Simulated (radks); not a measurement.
Coulomb parameter of the 4d shell of the cadmium ion Cd3+ in the model configuration [Kr] 4d8 5s1, as a second difference U = [E(n + 1) + E(n - 1) - 2 E(n)] / (1)^2 with all orbitals relaxed. "Bare": the charge of the atom changes with n. "Screened": the 5s shell takes up the change at fixed total charge, which measures U(4d,4d) + U(5s,5s) - 2 U(4d,5s). Calculated with a radial shooting solver on a logarithmic mesh with Libxc functionals: scalar-relativistic Kohn-Sham, BLYP, spin-unpolarised, spherical densities, point nucleus.

| case | configuration | E - E(n) (eV) |
|---|---|---|
| start | [Kr] 4d8 5s1 | 0.000 |
| bare +1 | [Kr] 4d9 5s1 | -42.343 |
| bare -1 | [Kr] 4d7 5s1 | 58.712 |
| screened +1 | [Kr] 4d9 | -14.494 |
| screened -1 | [Kr] 4d7 5s2 | 17.306 |

U(bare) = 16.369 eV, U(screened by 5s) = 2.811 eV, against the Slater integral F0(4d,4d) = 21.064 eV with frozen orbitals.
